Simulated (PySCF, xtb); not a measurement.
Se(iPr)(SH) (C3H8SSe), SMILES CC([Se]S)C. One conformer was computed; it need not be the lowest.

Harmonic wavenumbers (cm⁻¹) from xtb 6.7.1 with GFN2-xTB at its own minimum, in rising order: 44, 120, 206, 221, 242, 259, 280, 395, 401, 510, 757, 921, 941, 974, 1039, 1139, 1155, 1212, 1294, 1406, 1416, 1481, 1483, 1491, 1494, 2342, 2913, 3011, 3016, 3018, 3021, 3025, 3029.

Question: What does PBE0-D3(BJ)/def2-SVP (PySCF) give at its own minimum? (An estimate is asked for; the answer gives what the named calculation found.)

Answer: 56, 140, 230, 259, 278, 302, 320, 405, 411, 560, 832, 905, 929, 960, 1041, 1148, 1174, 1234, 1335, 1387, 1394, 1452, 1458, 1466, 1479, 2670, 3045, 3048, 3097, 3138, 3141, 3152, 3161. Paired by order, the mean absolute difference is 52 cm⁻¹ and the zero-point energies are 63.3 and 65.2 kcal/mol.
